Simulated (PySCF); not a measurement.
C₂H₂O₄. Atoms are numbered in the order given.

```xyz
8

O     -0.9593    -1.4723     0.0000
C      0.1617    -0.7528     0.0000
O      1.2726    -1.2020     0.0000
C     -0.1617     0.7528     0.0000
O      0.9593     1.4723     0.0000
O     -1.2726     1.2020     0.0000
H     -0.6938    -2.4060     0.0000
H      0.6938     2.4060     0.0000
```

Geometry: ωB97X-D3(BJ)/def2-SVP. The values are those of a single conformer.

Level of theory: TDDFT-PBE/def2-SVPD in PySCF.

Vertical excitations.  State labels are in the subgroup C2h.

```json
[
 {"state": "S1", "symmetry": "Au", "energy (eV)": "3.68", "λ (nm)": "337", "f": "0.000", "main pairs": "HOMO→LUMO 100 %"},
 {"state": "S2", "symmetry": "Bg", "energy (eV)": "5.09", "λ (nm)": "244", "f": "0.000", "main pairs": "HOMO−1→LUMO 100 %"},
 {"state": "S3", "symmetry": "Ag", "energy (eV)": "6.04", "λ (nm)": "205", "f": "0.000", "main pairs": "HOMO−2→LUMO 82 %, HOMO→LUMO+2 14 %"},
 {"state": "S4", "symmetry": "Bu", "energy (eV)": "6.16", "λ (nm)": "201", "f": "0.059", "main pairs": "HOMO→LUMO+1 60 %, HOMO−3→LUMO 38 %"},
 {"state": "S5", "symmetry": "Ag", "energy (eV)": "6.39", "λ (nm)": "194", "f": "0.000", "main pairs": "HOMO→LUMO+2 85 %"},
 {"state": "S6", "symmetry": "Bu", "energy (eV)": "6.48", "λ (nm)": "191", "f": "0.089", "main pairs": "HOMO−3→LUMO 52 %, HOMO→LUMO+1 39 %"},
 {"state": "S7", "symmetry": "Au", "energy (eV)": "7.02", "λ (nm)": "177", "f": "0.000", "main pairs": "HOMO−4→LUMO 100 %"},
 {"state": "S8", "symmetry": "Bg", "energy (eV)": "7.14", "λ (nm)": "174", "f": "0.000", "main pairs": "HOMO→LUMO+3 100 %"},
 {"state": "S9", "symmetry": "Ag", "energy (eV)": "7.78", "λ (nm)": "159", "f": "0.000", "main pairs": "HOMO−1→LUMO+1 98 %"},
 {"state": "S10", "symmetry": "Bu", "energy (eV)": "7.81", "λ (nm)": "159", "f": "0.057", "main pairs": "HOMO−1→LUMO+2 97 %"},
 {"state": "T1", "symmetry": "Au", "energy (eV)": "3.21", "λ (nm)": "387", "f": "0", "main pairs": "HOMO→LUMO 100 %"},
 {"state": "T2", "symmetry": "Bg", "energy (eV)": "4.73", "λ (nm)": "262", "f": "0", "main pairs": "HOMO−1→LUMO 99 %"},
 {"state": "T3", "symmetry": "Ag", "energy (eV)": "4.80", "λ (nm)": "258", "f": "0", "main pairs": "HOMO−2→LUMO 99 %"},
 {"state": "T4", "symmetry": "Bu", "energy (eV)": "4.98", "λ (nm)": "249", "f": "0", "main pairs": "HOMO−3→LUMO 98 %"}
]
```
Triplets are in the Tamm–Dancoff approximation, which puts them higher than full response would, so one can lie above its singlet here.
